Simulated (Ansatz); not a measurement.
Geometry optimisation, Ansatz, RHF/def2-SVP.

Input file:

```yaml
crystal:
  periodic: [false, false, false]
  atoms:
    - { symbol: Zr, position_ang: [0.0, 0.0, 0.0] }
    - { symbol: F, position_ang: [0.0, 0.0, 2.33] }
    - { symbol: "N", position_ang: [2.084, 0.0, -0.7359] }
    - { symbol: H, position_ang: [2.5823, -0.918, -0.9166] }
    - { symbol: H, position_ang: [2.5853, 0.918, -0.9082] }
    - { symbol: Cl, position_ang: [-1.1869, 2.0563, -0.8392] }
    - { symbol: Cl, position_ang: [-1.1869, -2.0563, -0.8392] }
    - { symbol: H, position_ang: [-2.0403, 0.0, 0.6779] }
    - { symbol: H, position_ang: [-1.4831, 0.0, 1.7078] }
basis:
  gaussian: { orbitals: def2-SVP }
hamiltonian:
  xc: hf
relax:
  f_tol: 0.15
  max_steps: 25
  restrain:
    - { distance: [0, 7], at: 1.85, k: 30.0 }
    - { distance: [8, 1], at: 0.92, k: 30.0 }
    - { distance: [0, 1], at: 3.18, k: 30.0 }
    - { distance: [8, 7], at: 1.86, k: 30.0 }
```

Launched with:

```bash
$ ansatz run input.yaml --threads 2 --pin off --max-ram 3072MiB --backend cpu --events-out ev --progress --plain --runs-dir out
```

**Question.** Where does it end, and by what steps?

**Answer.** It converged. The restraints hold the end off the free minimum. After 20 steps the energy has fallen by 2.467 eV (the restraints' own energy left out); H5 moved furthest, 1.47 Å. Parted: Zr1–F2 (2.33 → 3.18 Å), Zr1–H9 (2.26 → 2.98 Å). Joined: F2–H9 (1.61 → 0.91 Å).

```csv
step,energy less start (eV),largest force component (eV/Å),accepted
0,0.0000,4.431,yes
1,0.8852,3.559,yes
2,0.3187,3.886,yes
3,-0.3867,2.377,yes
4,-1.2195,0.926,yes
5,-1.6681,1.308,yes
6,-1.9684,0.648,yes
7,-2.0788,0.791,yes
8,-2.1611,0.789,yes
9,-2.1779,0.710,yes
10,-2.2061,0.365,yes
11,-2.2292,0.433,yes
12,-2.2218,1.755,no
13,-2.2432,0.639,yes
14,-2.2586,0.904,yes
15,-2.2957,1.029,yes
16,-2.3450,1.156,yes
17,-2.4127,0.634,yes
18,-2.4263,1.170,yes
19,-2.4365,1.035,yes
20,-2.4673,0.263,yes
```

```xyz
9
Properties=species:S:1:pos:R:3
Zr -0.455 -0.160 -0.673
F 0.124 1.066 2.198
N 1.508 -0.287 -0.325
H 2.173 -0.920 -0.736
H 1.994 0.335 0.302
Cl -1.201 2.039 -1.200
Cl -1.027 -1.824 -2.267
H -1.273 -0.642 0.920
H -0.489 0.392 2.258
```

The run took 50 s on 2 threads of Arm Neoverse V1 (shared host), peak memory 0.26 GiB.
